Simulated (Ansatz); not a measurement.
Consider the cleavage of the P–B bond: `CB(N)P` + `[OH][AlH2]` → `[AlH2][O]P` + `CBN`.

Isolated molecules relaxed with PBE0-D4/def2-TZVP in Ansatz; ΔE leaves out vibrations. CBS: MP2 limit from def2 TZ/QZ plus the TZ coupled-cluster correction, frozen cores. This one scheme is used for every species. Functionals use def2-TZVPP. B3LYP here is the variant with VWN-RPA as its local correlation; programs differ in this. One conformer a species, not always the lowest.

`CB(N)P`:

```xyz
11

C     0.544    0.407   -1.275
B    -0.092   -0.181    0.039
N    -1.427   -0.580    0.069
P     1.028   -0.481    1.590
H     1.475   -0.105   -1.536
H    -0.124    0.353   -2.139
H     0.810    1.459   -1.127
H    -1.888   -0.946    0.884
H    -2.024   -0.523   -0.740
H     0.075   -0.207    2.605
H     1.622    0.805    1.629
```

`[OH][AlH2]`:

Z-matrix (Å, degrees):
```
Al
O 1 1.696
H 1 1.585 2 119.7
H 1 1.577 2 116.0 3 -180.0
H 2 0.956 1 123.4 3 -0.0
```

`[AlH2][O]P`:

Cartesian coordinates in Å:
```
Al 1.355 -0.576 -0.258
O 0.105 0.541 -0.054
P -1.264 1.004 0.686
H 1.228 -1.982 0.452
H 2.566 -0.115 -1.155
H -2.032 1.371 -0.460
H -1.958 -0.244 0.788
```

`CBN`:

```xyz
9

C    -0.165   -1.148    0.198
B     0.469    0.201   -0.289
N    -0.138    1.430   -0.048
H     0.531   -1.680    0.856
H    -0.335   -1.818   -0.651
H    -1.113   -1.033    0.732
H     1.509    0.216   -0.892
H     0.251    2.306   -0.352
H    -1.009    1.526    0.447
```

```json
{"level": "revPBE-D4", "ΔE (kJ/mol)": "34.5", "difference from CCSD(T)/CBS": "11.0"}
{"level": "B3LYP-D4", "ΔE (kJ/mol)": "14.9", "difference from CCSD(T)/CBS": "-8.6"}
{"level": "B2PLYP", "ΔE (kJ/mol)": "15.0", "difference from CCSD(T)/CBS": "-8.5"}
{"level": "r2SCAN", "ΔE (kJ/mol)": "26.0", "difference from CCSD(T)/CBS": "2.5"}
{"level": "r2SCAN0", "ΔE (kJ/mol)": "23.9", "difference from CCSD(T)/CBS": "0.4"}
{"level": "CAM-B3LYP", "ΔE (kJ/mol)": "8.7", "difference from CCSD(T)/CBS": "-14.8"}
{"level": "CCSD/def2-SVP", "ΔE (kJ/mol)": "27.4", "difference from CCSD(T)/CBS": "3.9"}
{"level": "CCSD(T)/def2-SVP", "ΔE (kJ/mol)": "30.3", "difference from CCSD(T)/CBS": "6.8"}
{"level": "HF/def2-TZVPP", "ΔE (kJ/mol)": "-7.6", "difference from CCSD(T)/CBS": "-31.1"}
{"level": "CCSD(T)/def2-TZVPP", "ΔE (kJ/mol)": "23.4", "difference from CCSD(T)/CBS": "-0.1"}
{"level": "CCSD(T)/CBS", "ΔE (kJ/mol)": "23.5", "difference from CCSD(T)/CBS": "0"}
```

Largest T1 diagnostic among the species: 0.014.

In def2-TZVPP, CCSD(T) changes the Hartree–Fock value by +31.0 kJ/mol (the triples alone add +4.5 kJ/mol) and MP2 by +34.0 kJ/mol. Leaving LDA and LC-ωPBE aside and taking each functional with its dispersion term where it has one, the values, not all of them listed here, spread over 26.6 kJ/mol, from BHLYP-D4 to revPBE-D4. LDA lies +4.6 kJ/mol from PBE without D4.
